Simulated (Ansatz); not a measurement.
All numbers were calculated with Ansatz.

A structure relaxed at PBE0-D4/def2-TZVP, charge 0, multiplicity 1:

Cartesian coordinates in Å:
```
C 4.1185 0.3465 -0.8254
C 2.6937 0.6165 -1.2395
O 1.8777 0.5924 -0.0760
Sn -0.0230 0.9228 -0.2326
Cl -0.4580 2.9027 -1.3312
O -0.6875 0.9503 1.5851
C -2.0501 1.2722 1.8303
C -2.2868 1.2307 3.3192
O -0.9017 -0.4519 -1.2929
C -0.8131 -1.8055 -0.8706
C -1.5691 -2.6623 -1.8554
H 4.4622 1.1078 -0.1227
H 4.1985 -0.6290 -0.3417
H 4.7756 0.3568 -1.6988
H 2.6250 1.5925 -1.7378
H 2.3601 -0.1426 -1.9603
H -2.7126 0.5575 1.3230
H -2.2861 2.2706 1.4392
H -1.6441 1.9517 3.8277
H -2.0683 0.2367 3.7143
H -3.3285 1.4734 3.5443
H 0.2360 -2.1279 -0.8199
H -1.2375 -1.9261 0.1357
H -1.1421 -2.5620 -2.8551
H -1.5216 -3.7138 -1.5604
H -2.6172 -2.3601 -1.8985
```

Question: Give its formula and SMILES.

Answer: C6H15ClO3Sn, `CC[O][Sn]([Cl])([O]CC)[O]CC`.

Question: Point group (tolerance 0.08 Å, 0.16 Å for H)?

Answer: Cs.

Question: Summarise the bond lengths by kind.

Answer: 3 × C–C 1.508 Å; 15 × C–H 1.092 to 1.099 Å; 3 × C–O 1.421 Å; 3 × O–Sn 1.935 to 1.946 Å; 1 × Cl–Sn 2.306 Å.
